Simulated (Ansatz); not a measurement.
K2I⁺. The state is a triplet with charge 1. Geometry r2SCAN-D4/def2-TZVP.

```csv
atom,x (Å),y (Å),z (Å)
K1,2.425,-1.461,-3.238
K2,-2.426,1.461,3.237
I3,0.001,0.000,0.000
```

In the def2 sets I takes a core potential, while STO-3G treats all electrons; there is no spin–orbit coupling. B3LYP takes the VWN-RPA correlation. HSE06 is defined as in plane-wave codes, on full-range PBE exchange. At PBE0-D4/def2-TZVP a singlet of charge 1 lies 4.32 eV below the triplet, each at its own geometry. The structure comes from a short search, and lower isomers may exist.

Question: Estimate the α-spin orbital energies around the gap (eV) in Ansatz with HF/STO-3G, B3LYP-D4/def2-TZVP, PBE0-D4/def2-TZVP, HSE06-D4/def2-TZVP, BHLYP-D4/def2-TZVP.

Answer: 
```
orbital  HF/STO-3G  B3LYP-D4/def2-TZVP  PBE0-D4/def2-TZVP  HSE06-D4/def2-TZVP  BHLYP-D4/def2-TZVP
 HOMO−9     -30.99              -24.07             -24.50              -24.08              -26.38
 HOMO−8     -30.99              -24.07             -24.50              -24.08              -26.37
 HOMO−7     -25.28              -24.07             -24.50              -24.08              -26.37
 HOMO−6     -25.28              -24.06             -24.48              -24.07              -26.37
 HOMO−5     -25.27              -24.06             -24.48              -24.07              -26.37
 HOMO−4     -22.22              -22.71             -23.07              -22.70              -25.00
 HOMO−3     -13.22              -12.21             -12.53              -12.18              -13.58
 HOMO−2     -11.92              -11.37             -11.60              -11.25              -12.60
 HOMO−1     -11.73              -11.12             -11.35              -10.99              -12.37
   HOMO      -3.52               -5.49              -5.43               -5.22               -5.59
   LUMO      -1.53               -4.89              -4.70               -4.93               -4.42
 LUMO+1       3.67               -3.02              -2.87               -3.20               -2.32
 LUMO+2       3.69               -2.98              -2.83               -3.17               -2.29
 LUMO+3       3.91               -2.92              -2.76               -3.10               -2.23
 LUMO+4       7.13               -2.89              -2.74               -3.07               -2.23
 LUMO+5       7.14               -2.84              -2.69               -3.01               -2.18
 β HOMO     -10.97              -10.82             -10.98              -10.62              -12.02
 β LUMO      -1.64               -9.08              -8.62               -9.04               -7.65
```
